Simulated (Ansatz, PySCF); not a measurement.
This PySCF input computes a PBE/def2-TZVPD energy:

```python
from pyscf import gto, scf, dft

mol = gto.M(
    atom='''
    C    -1.39407427    0.31125933    0.08560637
    S     0.21812812   -0.47731152   -0.16050843
    O     1.25021987    0.54878991    0.20740210
    H    -1.49404191    0.60737804    1.12971549
    H    -2.16499402   -0.41525214   -0.17549729
    H    -1.46832735    1.18698323   -0.55893828
    ''',
    basis='def2-tzvpd',
    charge=0,
    spin=1,
    verbose=4,
)

mf = dft.UKS(mol, xc='pbe').density_fit(auxbasis='def2-universal-jkfit')
mf.grids.level = 3
mf.conv_tol = 1e-9
mf.max_cycle = 100
mf.max_memory = 1500
mf.kernel()
if not mf.converged:
    mf = mf.newton()
    mf.kernel(mf.make_rdm1())
for _ in range(2):
    mo, _, stable, _ = mf.stability(return_status=True)
    if stable:
        break
    mf.kernel(mf.make_rdm1(mo, mf.mo_occ))
mf.analyze()
```

Write an input for the same energy in Ansatz (an electronic-structure program) and say what it gives.


Ansatz 0.2 input:
```yaml
crystal:
  periodic: [false, false, false]
  atoms:
    - {symbol: C, position_ang: [-1.39407427, 0.31125933, 0.08560637]}
    - {symbol: S, position_ang: [0.21812812, -0.47731152, -0.16050843]}
    - {symbol: O, position_ang: [1.25021987, 0.54878991, 0.20740210]}
    - {symbol: H, position_ang: [-1.49404191, 0.60737804, 1.12971549]}
    - {symbol: H, position_ang: [-2.16499402, -0.41525214, -0.17549729]}
    - {symbol: H, position_ang: [-1.46832735, 1.18698323, -0.55893828]}
basis:
  gaussian:
    orbitals: def2-TZVPD
hamiltonian:
  xc: {name: PBE}
magnetization: {spin_polarized: true, initial_magnetization: 1}
output: {forces: true}
```
It gives -513.05496 Eh, and PySCF -513.05503 Eh, a difference of 0.07 mEh, from the treatment of integrals and grids.

It need not be the lowest isomer of its formula.
